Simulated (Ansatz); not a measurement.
A nudged elastic band was laid between two geometries of CH₆BF₂N (11 atoms, charge 0, multiplicity 1).

These are results of RKS BLYP-D4/def2-SVP (Ansatz 0.2.0), not measurements.

```yaml
movable_images: 9
climbing_image: yes
spring: 5.0 eV/Å²
optimiser: quadratic models (default)
start_path: through a guess of the saddle point
force_threshold: 0.05 eV/Å
iteration_limit: 60
end_points: relaxed
```

Image 0:

```xyz
11
Properties=species:S:1:pos:R:3
B -0.069 -0.283 0.434
C 0.091 0.397 1.881
H -0.802 0.261 2.529
H 0.977 0.026 2.442
H 0.230 1.492 1.759
F 1.065 -0.266 -0.379
F -1.233 0.038 -0.267
N -0.282 -1.989 0.692
H -0.394 -2.452 -0.223
H 0.535 -2.405 1.165
H -1.121 -2.185 1.258
```

Image 10:

```xyz
11
Properties=species:S:1:pos:R:3
B 0.253 -0.872 -0.373
C -0.297 0.315 2.554
H -0.499 0.698 3.572
H 0.768 0.475 2.297
H -0.929 0.846 1.819
F 1.522 -0.458 -0.208
F -0.646 0.028 -0.809
N -0.119 -2.200 -0.101
H -1.076 -2.534 -0.206
H 0.542 -2.896 0.241
H -0.521 -0.767 2.508
```

Question: What changes between the two ends?

Answer: Bonds broken: B1–C2, N8–H11. Bonds formed: C2–H11. CH6BF2N becomes BF2H2N + CH4.

Question: What energy profile does the band end with?

Answer: The run converged. The highest image is number 5 of 0 to 10, 1.77 eV above the first end and 2.27 eV above the last; the last end lies 0.50 eV below the first. Neighbouring images differ by up to 1.8 eV, so the band resolves the path poorly. A vibrational analysis at the climbing image gives one clearly imaginary mode, 1386i cm⁻¹: a first-order saddle point. The orbitals stay closed-shell, which can raise the energy where a bond breaks towards radicals; this wasn't checked here.

```json
{"image": "0", "path coordinate (Å)": "0.00", "energy (eV)": "0.00", "B1–C2 (Å)": "1.61", "N8–H11 (Å)": "1.03", "C2–H11 (Å)": "2.92"}
{"image": "1", "path coordinate (Å)": "0.63", "energy (eV)": "0.01", "B1–C2 (Å)": "1.61", "N8–H11 (Å)": "1.03", "C2–H11 (Å)": "2.79"}
{"image": "2", "path coordinate (Å)": "1.27", "energy (eV)": "0.03", "B1–C2 (Å)": "1.60", "N8–H11 (Å)": "1.03", "C2–H11 (Å)": "2.74"}
{"image": "3", "path coordinate (Å)": "1.90", "energy (eV)": "0.04", "B1–C2 (Å)": "1.61", "N8–H11 (Å)": "1.03", "C2–H11 (Å)": "2.62"}
{"image": "4", "path coordinate (Å)": "2.54", "energy (eV)": "0.53", "B1–C2 (Å)": "1.66", "N8–H11 (Å)": "1.04", "C2–H11 (Å)": "1.98"}
{"image": "5", "path coordinate (Å)": "3.17", "energy (eV)": "1.77", "B1–C2 (Å)": "1.88", "N8–H11 (Å)": "1.34", "C2–H11 (Å)": "1.40"}
{"image": "6", "path coordinate (Å)": "4.04", "energy (eV)": "-0.04", "B1–C2 (Å)": "2.57", "N8–H11 (Å)": "2.03", "C2–H11 (Å)": "1.11"}
{"image": "7", "path coordinate (Å)": "4.90", "energy (eV)": "-0.47", "B1–C2 (Å)": "3.11", "N8–H11 (Å)": "2.57", "C2–H11 (Å)": "1.10"}
{"image": "8", "path coordinate (Å)": "5.77", "energy (eV)": "-0.48", "B1–C2 (Å)": "3.35", "N8–H11 (Å)": "2.78", "C2–H11 (Å)": "1.11"}
{"image": "9", "path coordinate (Å)": "6.63", "energy (eV)": "-0.49", "B1–C2 (Å)": "3.26", "N8–H11 (Å)": "2.86", "C2–H11 (Å)": "1.11"}
{"image": "10", "path coordinate (Å)": "7.49", "energy (eV)": "-0.50", "B1–C2 (Å)": "3.21", "N8–H11 (Å)": "3.00", "C2–H11 (Å)": "1.11"}
```

Question: What is the geometry of the highest image?

Answer: 
```xyz
11
Properties=species:S:1:pos:R:3:forces:R:3
B -0.068 -0.501 0.242 0.05 -0.02 0.02
C -0.091 0.187 1.996 0.04 -0.02 0.02
H -1.092 0.265 2.461 0.00 0.00 0.01
H 0.669 -0.035 2.778 0.00 0.00 -0.01
H 0.187 1.183 1.600 -0.02 0.00 0.00
F 1.135 -0.142 -0.308 0.00 0.00 -0.01
F -1.200 -0.016 -0.352 -0.04 0.01 -0.02
N -0.127 -2.036 0.590 -0.02 -0.04 -0.04
H -1.023 -2.503 0.409 -0.01 0.02 0.01
H 0.664 -2.607 0.270 0.02 0.03 0.03
H -0.059 -1.161 1.605 -0.02 0.01 -0.01
```

The run took 7.9 min on 2 threads of Arm Neoverse V1 (shared host), peak memory 0.14 GiB.
